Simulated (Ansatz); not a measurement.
One change: `COB(N)O[SiH3]` becomes `NB(Br)O[SiH3]`.

Ansatz, PBE0-D4/def2-TZVP geometries, multiplicity 1. Each molecule was computed in one conformer, which needn't be the lowest.

Scalar relativity is left out up to krypton. Spin–orbit coupling is left out; it splits and shifts lone-pair levels of the heavy atoms by tenths of an eV.

| property | `COB(N)O[SiH3]` |
| --- | --- |
| LUMO energy (PBE0/def2-TZVPP) / eV | 0.22 |
| LUMO energy (PBE/def2-TZVPP) / eV | -0.62 |
| LUMO energy (ωB97M-V/def2-TZVPP) / eV | 1.78 |
| HOMO–LUMO gap (PBE/def2-TZVPP) / eV | 5.33 |
| size of the dipole moment (B3LYP/def2-TZVPP) / D | 0.70 |
| LUMO energy (B3LYP/def2-TZVPP) / eV | -0.01 |

**Question.** What does the change do to each property? (Best estimate.)

**Answer.** Ansatz gave: 
```csv
property,`NB(Br)O[SiH3]`,shift
LUMO energy (PBE0/def2-TZVPP) / eV,0.19,-0.03
LUMO energy (PBE/def2-TZVPP) / eV,-0.65,-0.03
LUMO energy (ωB97M-V/def2-TZVPP) / eV,1.72,-0.06
HOMO–LUMO gap (PBE/def2-TZVPP) / eV,6.01,0.68
size of the dipole moment (B3LYP/def2-TZVPP) / D,1.96,1.26
LUMO energy (B3LYP/def2-TZVPP) / eV,-0.05,-0.04
```

Dipoles are sizes alone; their direction can turn.

B3LYP here is the variant with VWN-RPA as its local correlation; programs differ in this.
